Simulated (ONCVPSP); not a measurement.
**Potentials for tin (Sn) compared**

Generated with ld1.x 7.5 (TM, RRKJ, ultrasoft, PAW), atompaw 4.2 or ONCVPSP 4.0.1. The cutoff is in Ry: for ld1.x and atompaw files where the sum of valence levels is converged to 10 mRy in a Bessel basis, for ONCV files where the hardest occupied wave has 1 mHa per electron of residual kinetic energy. The error is the largest all-electron minus pseudo excitation energy over each file’s own four to seven test configurations (ionisations up to +4, promotions, holes and added fractions of an electron), all of which were solved. The labels leave out finer settings (local radius, basis sizes, second energies), which also bear on the numbers. Spin-polarised tests are not counted. The rows are a selection from randomly drawn settings: files with unsolved tests, undetermined cutoffs or missed reference levels are left out.

A true bound ghost makes a file unfit for plane-wave use even where its test errors are small: the radial tests pick states by their node count and pass the ghost by.

```tsv
potential	cutoff (Ry)	largest error (meV)	bound ghosts
ONCV, PBE, fully relativistic, rc 1.30/1.40/1.35 (spd), local smoothed, core correction yes, reference 4s2 4p6 4d10 5s2 5p2, qcut 7/10.3/12.6, projectors 2/2/2	93	+13	none
ONCV, revPBE, scalar-relativistic, rc 2.15/1.50/1.40 (spd), local smoothed, core correction no, reference 4p6 4d10 5s1.75 5p2.25, qcut 2.5/9.3/13.7, projectors 2/2/3	96	-16	s
ONCV, PBE, fully relativistic, rc 1.40/1.50/1.35 (spd), local smoothed, core correction yes, reference 4s2 4p6 4d10 5s1.5 5p2.5, qcut 9.6/7.1/13.7, projectors 2/3/2	89	+5.0	none
ONCV, LDA (Perdew-Wang 92), scalar-relativistic, rc 1.10/1.60/0.95 (spd), local smoothed, core correction yes, reference 4s2 4p6 4d10 5s1.5 5p2.5, qcut 9.5/10.7/11, projectors 2/2/2	97	-111	none
ONCV, PBE, non-relativistic, rc 1.40/1.70/1.05 (spd), local smoothed, core correction yes, reference 4s2 4p6 4d10 5s2 5p1, qcut 10/8.2/10.5, projectors 2/3/2	90	-32	none
ONCV, PBE, fully relativistic, rc 1.40/1.35/1.50 (spd), local smoothed, core correction yes, reference 4s2 4p6 4d10 5s1 5p3, qcut 7.8/12.8/8.3, projectors 2/2/3	97	-438	none
ONCV, PBEsol, scalar-relativistic, rc 1.70/2.70/1.70 (spd), local s, core correction yes, reference 4d10 5s1 5p3, qcut 3.6/3.5/9.5, projectors 0/1/2	66	-32	none
```

(1) Fill in the row for Sn: ONCV, LDA (Perdew-Wang 92), fully relativistic, rc 1.55/1.45/1.10 (spd), local smoothed, core correction no, reference 4p6 4d10 5s2 5p2, qcut 3.4/10.3/8.4, projectors 3/2/2.

(2) Fill in the row for Sn: ONCV, PBE, scalar-relativistic, rc 1.90/1.85/1.50/1.60 (spdf), local smoothed, core correction yes, reference 4d10 5s1 5p3, qcut 2.7/5.3/11.6/7.8, projectors 3/2/2/2.

Results:

(1) cutoff 147 Ry, largest error -0.5 meV, bound ghosts: s.

(2) cutoff 82 Ry, largest error +112 meV, bound ghosts: s, p.
